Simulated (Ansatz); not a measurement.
Species, as SMILES: [AsH2] (AsH2), doublet.
Atoms: As1, H2, H3. Bonds: As1-H2, As1-H3.

Basis-set convergence of the harmonic zero-point energy at HF with Ansatz (an electronic-structure program). Each level at its own minimum, finite differences of forces, unscaled; the reference is a large set that could be run, not a limit. Cartesian d functions, on some or all atoms, in 6-31G*; all else is spherical. The program fits the integrals of some runs and decomposes those of others, by size. Open shells are unrestricted. No added dispersion term, no relativity. Reference: the value in pcseg-3, 8.15 kcal/mol. Deviations are taken from unrounded values.

| basis | functions | harmonic zero-point energy (kcal/mol) | minus reference (kcal/mol) |
|---|---|---|---|
| pcseg-0 | 26 | 7.51 | -0.64 |
| 6-31G* | 39 | 8.24 | 0.09 |
| aug-cc-pVDZ | 54 | 8.17 | 0.02 |
| aug-pcseg-1 | 54 | 8.18 | 0.03 |
| def2-SVPD | 54 | 8.22 | 0.07 |
| 6-311G** | 56 | 8.17 | 0.02 |
| def2-TZVP | 60 | 8.16 | 0.01 |
| cc-pVTZ | 71 | 8.15 | 0.00 |
| def2-TZVPD | 72 | 8.17 | 0.02 |
| aug-cc-pVTZ | 105 | 8.15 | 0.00 |
| cc-pVQZ | 128 | 8.16 | 0.01 |
| pcseg-3 | 134 | 8.15 | 0.00 |
| def2-QZVP | 135 | 8.16 | 0.01 |
